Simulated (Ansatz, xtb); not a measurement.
## Relative energy of two isomers of FH9OSi4

Structure I is `F[SiH2]O[SiH]([SiH3])[SiH3]`, a singlet and structure II is `F[Si@H](O[SiH3])[SiH2][SiH3]`, a singlet. Both are isolated molecules in the gas phase, relaxed with PBE-D3(BJ)/def2-SVP; each stands in its lowest conformer found.

I (Å):

```xyz
15

F     2.3328    0.9661   -0.4480
O     1.0674   -1.3802   -0.6535
Si    2.4964   -0.6534   -0.2308
Si   -0.5838   -1.0601   -0.3893
Si   -1.0085    1.2562   -0.5498
Si   -1.1844   -1.8575    1.7472
H     2.8061   -0.8694    1.2186
H     3.5673   -1.1492   -1.1455
H    -1.3446   -1.8052   -1.4534
H    -0.4648    1.8204   -1.8329
H    -0.3981    1.9755    0.6210
H    -2.5014    1.4629   -0.5143
H    -2.6481   -1.6014    1.9952
H    -0.3843   -1.1259    2.7931
H    -0.9138   -3.3326    1.8805
```

II (Å):

```yaml
atoms:
  - { symbol: F, position_ang: [1.3381, -0.9999, -0.6346] }
  - { symbol: O, position_ang: [-1.2955, -1.0462, -1.1807] }
  - { symbol: Si, position_ang: [-0.0819, -1.7542, -0.2869] }
  - { symbol: Si, position_ang: [-2.2824, 0.3167, -1.1603] }
  - { symbol: Si, position_ang: [-0.4196, -1.3613, 2.0079] }
  - { symbol: Si, position_ang: [0.3119, 0.8449, 2.3788] }
  - { symbol: H, position_ang: [0.0465, -3.1719, -0.7531] }
  - { symbol: H, position_ang: [-3.4169, 0.0721, -2.1092] }
  - { symbol: H, position_ang: [-2.8197, 0.5346, 0.2296] }
  - { symbol: H, position_ang: [-1.5060, 1.5297, -1.5873] }
  - { symbol: H, position_ang: [-1.8745, -1.5219, 2.3647] }
  - { symbol: H, position_ang: [0.3936, -2.3218, 2.8370] }
  - { symbol: H, position_ang: [1.8075, 0.9005, 2.2357] }
  - { symbol: H, position_ang: [-0.0748, 1.3357, 3.7482] }
  - { symbol: H, position_ang: [-0.3069, 1.7523, 1.3486] }
```

Estimate which is lower in electronic energy at CCSD(T)/def2-SVP + ΔMP2/def2-TZVPP, and by roughly how much.

Too close to call at this level: CCSD(T)/def2-SVP + ΔMP2/def2-TZVPP gives E(II) − E(I) = −3.05 kJ/mol.

The same difference at several levels:

```tsv
level	geometry	E(II) − E(I) (kJ/mol)	departure from the last row (kJ/mol)	job, with rough time for the two
PBE-D3(BJ)/def2-SVP	PBE-D3(BJ)/def2-SVP	−2.10	+0.96	optimisation, 1.7 min
HF/def2-SVP	PBE-D3(BJ)/def2-SVP	−2.29	+0.76	part of the CCSD(T) run
MP2/def2-SVP	PBE-D3(BJ)/def2-SVP	−2.25	+0.81	part of the CCSD(T) run
CCSD(T)/def2-SVP	PBE-D3(BJ)/def2-SVP	−1.93	+1.12	single point
CCSD(T)/def2-SVP + ΔMP2/def2-TZVPP	PBE-D3(BJ)/def2-SVP	−3.05		single point, 60 s
```

As drawn, both hold the same kinds of bond in the same numbers.

The largest departure from CCSD(T)/def2-SVP + ΔMP2/def2-TZVPP is that of CCSD(T)/def2-SVP, 1.12 kJ/mol. Levels run at GFN2-xTB geometries aren't shown. The last row adds to CCSD(T) the change of the MP2 difference between the two basis sets, here −1.12 kJ/mol.

With thermal terms from frequencies at re-optimised GFN2-xTB minima (ideal gas, soft modes damped towards free rotors, one conformer each, 298.15 K, 1 atm): the zero-point term adds +0.14 kJ/mol; ΔH is −3.08 and ΔG −3.38 kJ/mol.

The correlated steps freeze 22 core orbitals. Mirror images aren't counted in ΔG. Codes used: Ansatz 0.2.0, xtb 6.7.1; the last row on 4 threads of Arm Neoverse V1 on a shared host.
